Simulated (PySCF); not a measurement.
FGe, doublet, geometry from GFN2-xTB, with bond 2-1 at 3.0 times its length; B3LYP/aug-cc-pVDZ (PySCF).

PySCF was given this input:
```python
from pyscf import gto, scf, dft

mol = gto.Mole()
mol.atom = '''
    Ge   -0.000000   -0.000000   -0.401356
    F     0.000000    0.000000    5.083846
'''
mol.basis = 'aug-cc-pvdz'
mol.charge = 0
mol.spin = 1
mol.verbose = 4
mol.build()

mf = dft.UKS(mol)
mf.xc = 'b3lyp'
mf.kernel()
mo_i, mo_e, stable_i, stable_e = mf.stability(internal=True, external=False, return_status=True, nroots=6, tol=1e-6)
print('internally stable:', stable_i, ' externally stable:', stable_e)
if not stable_i:
    umf = mf.copy()
    umf.scf_summary = {}
    umf.kernel(umf.make_rdm1(mo_i, mf.mo_occ))
```

The log (banner, timings and long lists left out):

```
PySCF version 2.14.0

[INPUT] verbose = 4
[INPUT] num. atoms = 2
[INPUT] num. electrons = 41
[INPUT] charge = 0
[INPUT] spin (= nelec alpha-beta = 2S) = 1
[INPUT] symmetry False subgroup None
[INPUT] Mole.unit = angstrom
[INPUT] Symbol           X                Y                Z      unit          X                Y                Z       unit  Magmom
[INPUT]  1 Ge     0.000000000000   0.000000000000  -0.401356000000 AA    0.000000000000   0.000000000000  -0.758452918451 Bohr   0.0
[INPUT]  2 F      0.000000000000   0.000000000000   5.083846000000 AA    0.000000000000   0.000000000000   9.607076599466 Bohr   0.0

nuclear repulsion = 27.7843982309056
number of shells = 17
number of NR pGTOs = 121
number of NR cGTOs = 59
basis = aug-cc-pvdz
ecp = {}

******** <class 'pyscf.dft.uks.UKS'> ********
method = UKS
initial guess = minao
damping factor = 0
level_shift factor = 0
DIIS = <class 'pyscf.scf.diis.CDIIS'>
diis_start_cycle = 1
diis_space = 8
diis_damp = 0
SCF conv_tol = 1e-09
SCF conv_tol_grad = None
SCF max_cycles = 50
direct_scf = True
direct_scf_tol = 1e-13
number electrons alpha = 21  beta = 20
XC library pyscf.dft.libxc version 7.1.2
    S. Lehtola, C. Steigemann, M. J. T. Oliveira, and M. A. L. Marques,  SoftwareX 7, 1–5 (2018)
XC functionals = b3lyp
    P. J. Stephens, F. J. Devlin, C. F. Chabalowski, and M. J. Frisch,  J. Phys. Chem. 98, 11623 (1994)
radial grids:
    Treutler-Ahlrichs [JCP 102, 346 (1995); DOI:10.1063/1.469408] (M4) radial grids

becke partition: Becke, JCP 88, 2547 (1988); DOI:10.1063/1.454033
pruning grids: <function nwchem_prune>
grids dens level: 3
symmetrized grids: False
atomic radii adjust function: <function treutler_atomic_radii_adjust>
small_rho_cutoff = 0
Set gradient conv threshold to 3.16228e-05
tot grids = 34904
init E= -2175.92028266047

cycle= 1 E= -2176.44113789633  delta_E= -0.521  |g|= 0.597  |ddm|= 0.659
cycle= 2 E= -2163.01032813817  delta_E= 13.4  |g|= 2.03  |ddm|= 3.37
cycle= 3 E= -2176.46074557262  delta_E= -13.5  |g|= 0.583  |ddm|= 3.35
cycle= 4 E= -2176.47558960341  delta_E= -0.0148  |g|= 0.548  |ddm|= 0.027

cycle= 5 E= -2167.35198666084  delta_E= 9.12  |g|= 2.02  |ddm|= 2.07
cycle= 6 E= -2167.50970641858  delta_E= -0.158  |g|= 1.91  |ddm|= 0.236
cycle= 7 E= -2167.53154271633  delta_E= -0.0218  |g|= 1.89  |ddm|= 0.0268
cycle= 8 E= -2167.44832217928  delta_E= 0.0832  |g|= 1.95  |ddm|= 0.118
cycle= 9 E= -2167.36061649038  delta_E= 0.0877  |g|= 2.02  |ddm|= 0.156
cycle= 10 E= -2176.57209694243  delta_E= -9.21  |g|= 0.31  |ddm|= 2.01
cycle= 11 E= -2167.44624967903  delta_E= 9.13  |g|= 1.92  |ddm|=    2
cycle= 12 E= -2167.62401121726  delta_E= -0.178  |g|= 1.82  |ddm|= 0.153
cycle= 13 E= -2176.5401700679  delta_E= -8.92  |g|= 0.413  |ddm|=    2
cycle= 14 E= -2167.67231993422  delta_E= 8.87  |g|= 1.81  |ddm|= 1.99
cycle= 15 E= -2167.59948521905  delta_E= 0.0728  |g|= 1.84  |ddm|= 0.0395

cycle= 16 E= -2167.50914904994  delta_E= 0.0903  |g|= 1.87  |ddm|= 0.0943
cycle= 17 E= -2167.45914031333  delta_E= 0.05  |g|= 1.89  |ddm|= 0.154

cycle= 18 E= -2167.43088558126  delta_E= 0.0283  |g|= 1.91  |ddm|= 0.0476
cycle= 19 E= -2176.53064293075  delta_E= -9.1  |g|= 0.424  |ddm|= 2.03
cycle= 20 E= -2176.54728748962  delta_E= -0.0166  |g|= 0.374  |ddm|= 0.0371
cycle= 21 E= -2167.52103126709  delta_E= 9.03  |g|=  1.9  |ddm|= 2.01
cycle= 22 E= -2167.62401023417  delta_E= -0.103  |g|= 1.83  |ddm|= 0.0814
cycle= 23 E= -2167.55693176405  delta_E= 0.0671  |g|= 1.86  |ddm|= 0.0897
cycle= 24 E= -2167.55064289201  delta_E= 0.00629  |g|= 1.86  |ddm|= 0.273
cycle= 25 E= -2167.56044462074  delta_E= -0.0098  |g|= 1.85  |ddm|= 0.0357
cycle= 26 E= -2167.60493765559  delta_E= -0.0445  |g|= 1.83  |ddm|= 0.102
cycle= 27 E= -2167.62328566193  delta_E= -0.0183  |g|= 1.83  |ddm|= 0.0543
cycle= 28 E= -2176.51042133314  delta_E= -8.89  |g|= 0.488  |ddm|= 2.01
cycle= 29 E= -2176.44362902931  delta_E= 0.0668  |g|= 0.631  |ddm|= 0.117
cycle= 30 E= -2167.55315882406  delta_E= 8.89  |g|= 1.86  |ddm|= 2.05
cycle= 31 E= -2167.49649175653  delta_E= 0.0567  |g|=  1.9  |ddm|=  0.3
cycle= 32 E= -2167.46190615643  delta_E= 0.0346  |g|= 1.93  |ddm|= 0.287
cycle= 33 E= -2167.51152132826  delta_E= -0.0496  |g|=  1.9  |ddm|= 0.689
cycle= 34 E= -2167.54590935115  delta_E= -0.0344  |g|= 1.88  |ddm|= 0.23
cycle= 35 E= -2167.55152911953  delta_E= -0.00562  |g|= 1.88  |ddm|= 0.168
cycle= 36 E= -2167.56653889478  delta_E= -0.015  |g|= 1.87  |ddm|= 0.321
cycle= 37 E= -2176.28979662064  delta_E= -8.72  |g|= 0.872  |ddm|= 2.11
cycle= 38 E= -2175.79331587781  delta_E= 0.496  |g|= 1.21  |ddm|= 0.958
cycle= 39 E= -2176.15821011684  delta_E= -0.365  |g|= 1.02  |ddm|= 0.878
cycle= 40 E= -2176.55508418937  delta_E= -0.397  |g|= 0.358  |ddm|= 0.558
cycle= 41 E= -2167.63386869915  delta_E= 8.92  |g|= 1.81  |ddm|=    2
cycle= 42 E= -2167.59751475427  delta_E= 0.0364  |g|= 1.82  |ddm|= 0.099
cycle= 43 E= -2167.61030035654  delta_E= -0.0128  |g|= 1.82  |ddm|= 0.0515
cycle= 44 E= -2167.58717371391  delta_E= 0.0231  |g|= 1.83  |ddm|= 0.0519
cycle= 45 E= -2167.56374525139  delta_E= 0.0234  |g|= 1.84  |ddm|= 0.0346
cycle= 46 E= -2167.59953730342  delta_E= -0.0358  |g|= 1.83  |ddm|= 0.875
cycle= 47 E= -2167.638310343  delta_E= -0.0388  |g|= 1.82  |ddm|=  0.1
cycle= 48 E= -2176.48846960869  delta_E= -8.85  |g|= 0.545  |ddm|= 2.02
cycle= 49 E= -2176.35860602348  delta_E= 0.13  |g|= 0.776  |ddm|= 0.211
cycle= 50 E= -2167.64061848329  delta_E= 8.72  |g|= 1.86  |ddm|= 2.07
SCF not converged.
SCF energy = -2167.64061848329 after 50 cycles  <S^2> = 0.76214662  2S+1 = 2.01211
uhf_internal: lowest eigs of H = [-8.81628387 -8.81589243 -8.77960786 -8.77958976 -8.77921948 -8.77919568]
<class 'pyscf.dft.uks.UKS'> wavefunction has an internal instability
internally stable: False  externally stable: None

******** <class 'pyscf.dft.uks.UKS'> ********
method = UKS
initial guess = minao
damping factor = 0
level_shift factor = 0
DIIS = <class 'pyscf.scf.diis.CDIIS'>
diis_start_cycle = 1
diis_space = 8
diis_damp = 0
SCF conv_tol = 1e-09
SCF conv_tol_grad = None
SCF max_cycles = 50
direct_scf = True
direct_scf_tol = 1e-13
number electrons alpha = 21  beta = 20
XC library pyscf.dft.libxc version 7.1.2
    S. Lehtola, C. Steigemann, M. J. T. Oliveira, and M. A. L. Marques,  SoftwareX 7, 1–5 (2018)
XC functionals = b3lyp
    P. J. Stephens, F. J. Devlin, C. F. Chabalowski, and M. J. Frisch,  J. Phys. Chem. 98, 11623 (1994)
radial grids:
    Treutler-Ahlrichs [JCP 102, 346 (1995); DOI:10.1063/1.469408] (M4) radial grids

becke partition: Becke, JCP 88, 2547 (1988); DOI:10.1063/1.454033
pruning grids: <function nwchem_prune>
grids dens level: 3
symmetrized grids: False
atomic radii adjust function: <function treutler_atomic_radii_adjust>
small_rho_cutoff = 0
Set gradient conv threshold to 3.16228e-05
init E= -2170.53846610113
cycle= 1 E= -2046.03620231391  delta_E=  125  |g|= 8.05  |ddm|= 5.74

cycle= 2 E= -2142.84183676358  delta_E= -96.8  |g|= 1.38  |ddm|= 9.37

cycle= 3 E= -1875.84492433574  delta_E=  267  |g|= 13.1  |ddm|= 11.1

cycle= 4 E= -1875.75532425598  delta_E= 0.0896  |g|= 13.1  |ddm|= 0.016

cycle= 5 E= -1875.76856590466  delta_E= -0.0132  |g|= 13.1  |ddm|= 0.00451

cycle= 6 E= -1875.86616081259  delta_E= -0.0976  |g|= 13.1  |ddm|= 0.0137

cycle= 7 E= -1876.02838570831  delta_E= -0.162  |g|= 13.1  |ddm|= 0.111

cycle= 8 E= -1876.15393260541  delta_E= -0.126  |g|=   13  |ddm|= 0.111

cycle= 9 E= -1876.21987416275  delta_E= -0.0659  |g|=   13  |ddm|= 0.014
cycle= 10 E= -1874.96452488279  delta_E= 1.26  |g|= 13.1  |ddm|= 0.195

cycle= 11 E= -2142.68520324355  delta_E= -268  |g|= 1.35  |ddm|= 11.5
cycle= 12 E= -1874.03692316823  delta_E=  269  |g|= 13.2  |ddm|= 11.5
cycle= 13 E= -1874.07363781042  delta_E= -0.0367  |g|= 13.2  |ddm|= 0.016
cycle= 14 E= -1874.01926980655  delta_E= 0.0544  |g|= 13.2  |ddm|= 0.0373
cycle= 15 E= -1874.04185590167  delta_E= -0.0226  |g|= 13.2  |ddm|= 0.0179
cycle= 16 E= -1874.06654210822  delta_E= -0.0247  |g|= 13.2  |ddm|= 0.041
cycle= 17 E= -1874.05540155677  delta_E= 0.0111  |g|= 13.2  |ddm|= 0.0062
cycle= 18 E= -1874.05313271827  delta_E= 0.00227  |g|= 13.2  |ddm|= 0.0138
cycle= 19 E= -1874.0562890859  delta_E= -0.00316  |g|= 13.2  |ddm|= 0.00647
cycle= 20 E= -2142.70260609583  delta_E= -269  |g|= 1.34  |ddm|= 11.5
cycle= 21 E= -1874.05171811874  delta_E=  269  |g|= 13.2  |ddm|= 11.5
cycle= 22 E= -1873.73983151202  delta_E= 0.312  |g|= 13.3  |ddm|= 0.0852
cycle= 23 E= -1843.95904381627  delta_E= 29.8  |g|=   13  |ddm|= 6.41
cycle= 24 E= -1873.70875865503  delta_E= -29.7  |g|= 13.3  |ddm|=  6.4
cycle= 25 E= -1844.09850622243  delta_E= 29.6  |g|=   13  |ddm|= 6.39
cycle= 26 E= -1873.81650212905  delta_E= -29.7  |g|= 13.3  |ddm|=  6.4
cycle= 27 E= -1873.74837409172  delta_E= 0.0681  |g|= 13.3  |ddm|= 0.0854
cycle= 28 E= -1873.75573391084  delta_E= -0.00736  |g|= 13.3  |ddm|= 0.0076
cycle= 29 E= -2142.66255228093  delta_E= -269  |g|= 1.36  |ddm|= 11.6
cycle= 30 E= -1873.88114680223  delta_E=  269  |g|= 13.3  |ddm|= 11.6
cycle= 31 E= -1873.94836846406  delta_E= -0.0672  |g|= 13.3  |ddm|= 0.0275
cycle= 32 E= -1873.889587019  delta_E= 0.0588  |g|= 13.3  |ddm|= 0.0411
cycle= 33 E= -1873.98613084747  delta_E= -0.0965  |g|= 13.3  |ddm|= 0.083
cycle= 34 E= -1873.96530917909  delta_E= 0.0208  |g|= 13.3  |ddm|= 0.0462
cycle= 35 E= -1873.99896573839  delta_E= -0.0337  |g|= 13.3  |ddm|= 0.00782
cycle= 36 E= -1874.03533599406  delta_E= -0.0364  |g|= 13.2  |ddm|= 0.0191
cycle= 37 E= -1873.95117627668  delta_E= 0.0842  |g|= 13.3  |ddm|= 0.0158

cycle= 38 E= -2142.67737308182  delta_E= -269  |g|= 1.35  |ddm|= 11.5
cycle= 39 E= -1874.37596944438  delta_E=  268  |g|= 13.2  |ddm|= 11.5
cycle= 40 E= -1874.01072414014  delta_E= 0.365  |g|= 13.2  |ddm|= 0.0729
cycle= 41 E= -1873.97178399008  delta_E= 0.0389  |g|= 13.3  |ddm|= 0.017
cycle= 42 E= -1873.99248673093  delta_E= -0.0207  |g|= 13.3  |ddm|= 0.0229
cycle= 43 E= -1874.02857586423  delta_E= -0.0361  |g|= 13.2  |ddm|= 0.0556
cycle= 44 E= -1873.95692084444  delta_E= 0.0717  |g|= 13.3  |ddm|= 0.0352
cycle= 45 E= -1874.0203456615  delta_E= -0.0634  |g|= 13.3  |ddm|= 0.0366
cycle= 46 E= -1873.94172455927  delta_E= 0.0786  |g|= 13.3  |ddm|= 0.0278

cycle= 47 E= -2142.69744943248  delta_E= -269  |g|= 1.35  |ddm|= 11.5
cycle= 48 E= -1873.83755128076  delta_E=  269  |g|= 13.3  |ddm|= 11.6
cycle= 49 E= -1873.81309110754  delta_E= 0.0245  |g|= 13.3  |ddm|= 0.00982

cycle= 50 E= -1844.09747417413  delta_E= 29.7  |g|=   13  |ddm|= 6.39
SCF not converged.
SCF energy = -1844.09747417413 after 50 cycles  <S^2> = 0.75001973  2S+1 = 2.0000197
```

The run did not converge; its last values are not results.
